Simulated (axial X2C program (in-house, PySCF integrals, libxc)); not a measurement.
**Spin–orbit effects down a group: molecules with Ge, CCSD**

All values come from calculations with an in-house relativistic program for diatomic molecules, spin-free (one-electron X2C) or two-component (2c: spin–orbit coupling with atomic mean-field Coulomb and Gaunt terms, which also bring small scalar terms), in Dyall basis sets with cores contracted in-house; open shells are unrestricted.

Basis sets: Ge dyall-cv3z, O dyall-av3z, S dyall-av3z, Te dyall-cv3z. Frozen shells (counts by l): GeO Ge 3s2p1d, O 1s, 10 electrons correlated; GeS Ge 3s2p1d, S 2s1p, 10 electrons correlated; GeTe Te 4s3p2d, Ge 3s2p1d, 10 electrons correlated. Coupled cluster in natural virtuals with an MP2 remainder. Where the outer core of a metal is frozen, bonds come out longer and ionisation energies lower.

| molecule | spin-free state | Re (Å) | ωe (cm⁻¹) | De (eV) | 2c state | Re 2c (Å) | ωe 2c (cm⁻¹) | De 2c (eV) |
| --- | --- | --- | --- | --- | --- | --- | --- | --- |
| GeO | M_S = 0, Λ = 0 | 1.624 | 1025.7 | 6.37 | Ω = 0 | 1.624 | 1025.2 | n/a |
| GeS | M_S = 0, Λ = 0 | 2.021 | 586.5 | 5.18 | Ω = 0 | 2.022 | 586.1 | n/a |
| GeTe | M_S = 0, Λ = 0 | 2.351 | 332.7 | 3.91 | Ω = 0 | 2.355 | 329.4 | n/a |

Each entry is the lowest single determinant of a limited PBE0 search at one distance. De goes to single-determinant-based atoms at the same level (for ions the charge split of lowest energy) and is withheld (n/a) where an atom does not fit its ground term or J level. Main or longest-lived isotopes. One determinant is a doubtful description, or other states lie close, for GeO, GeTe; these need not be ground states, and all values refer to the states named.
